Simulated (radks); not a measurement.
Results of a calculation; reference values are marked as such.
All-electron atom: the thallium ion Tl16+ in [Kr] 4d10 4f14 5s2 5p3 (the NIST ground configuration).

Code: a radial shooting solver on a logarithmic mesh with Libxc functionals. Model: Dirac Kohn-Sham, exchange-only PBE, spin-unpolarised, spherical densities, finite nucleus; open shells fill j = l - 1/2 first; Fermi nuclear charge, rms radius 5.4759 fm.

Energy parts (eV):
| part | energy |
|---|---|
| total | -549477.46 |
| kinetic | 636671.80 |
| electron-nucleus | -1366204.70 |
| Hartree | 189993.35 |
| exchange | -9937.92 |

Orbitals (lengths in bohr, moments of r in powers of bohr; r(max) is where P^2 peaks):
| orbital | occ. | eigenvalue (eV) | <r^4> | <r> | r(max) | <1/r> | small-component weight |
|---|---|---|---|---|---|---|---|
| 1s1/2 | 2 | -85778.41 | 3.761e-07 | 0.01632 | 0.01003 | 99.36 | 9.51e-02 |
| 2s1/2 | 2 | -15541.40 | 0.00005415 | 0.06807 | 0.05836 | 24.53 | 2.19e-02 |
| 2p1/2 | 2 | -14938.44 | 0.00003198 | 0.05588 | 0.04279 | 24.49 | 2.20e-02 |
| 2p3/2 | 4 | -12872.35 | 0.00005088 | 0.06467 | 0.05039 | 19.69 | 1.94e-02 |
| 3s1/2 | 2 | -3962.359 | 0.001957 | 0.1769 | 0.1642 | 9.003 | 7.36e-03 |
| 3p1/2 | 2 | -3689.258 | 0.001697 | 0.1673 | 0.1530 | 8.918 | 7.31e-03 |
| 3p3/2 | 4 | -3229.438 | 0.002388 | 0.1834 | 0.1684 | 7.663 | 6.56e-03 |
| 3d3/2 | 4 | -2777.139 | 0.001569 | 0.1594 | 0.1308 | 7.564 | 6.45e-03 |
| 3d5/2 | 6 | -2678.811 | 0.001738 | 0.1642 | 0.1350 | 7.282 | 6.25e-03 |
| 4s1/2 | 2 | -1138.480 | 0.04277 | 0.3906 | 0.3690 | 3.828 | 2.53e-03 |
| 4p1/2 | 2 | -1020.377 | 0.04510 | 0.3919 | 0.3666 | 3.721 | 2.44e-03 |
| 4p3/2 | 4 | -907.8506 | 0.06221 | 0.4256 | 0.3977 | 3.288 | 2.15e-03 |
| 4d3/2 | 4 | -714.4333 | 0.07112 | 0.4301 | 0.3891 | 3.095 | 1.96e-03 |
| 4d5/2 | 6 | -693.2759 | 0.07808 | 0.4407 | 0.3985 | 2.998 | 1.88e-03 |
| 4f5/2 | 6 | -442.5965 | 0.1071 | 0.4506 | 0.3528 | 2.677 | 1.55e-03 |
| 4f7/2 | 8 | -437.7822 | 0.1120 | 0.4562 | 0.3571 | 2.641 | 1.52e-03 |
| 5s1/2 | 2 | -436.0769 | 0.7653 | 0.8183 | 0.7828 | 1.704 | 7.91e-04 |
| 5p1/2 | 2 | -392.2919 | 0.9189 | 0.8532 | 0.8115 | 1.616 | 7.30e-04 |
| 5p3/2 | 1 | -365.4521 | 1.190 | 0.9121 | 0.8719 | 1.480 | 6.63e-04 |
| 5d3/2 | 0 | -297.3382 | 1.774 | 1.000 | 0.9471 | 1.326 | 5.57e-04 |
| 5d5/2 | 0 | -292.6707 | 1.893 | 1.018 | 0.9653 | 1.299 | 5.44e-04 |
| 6s1/2 | 0 | -232.9831 | 7.355 | 1.457 | 1.471 | 0.9476 | 3.58e-04 |

The highest occupied level is 5p3/2 at -365.45 eV. The electron density at the nucleus is 2.524e+06 e/bohr^3.
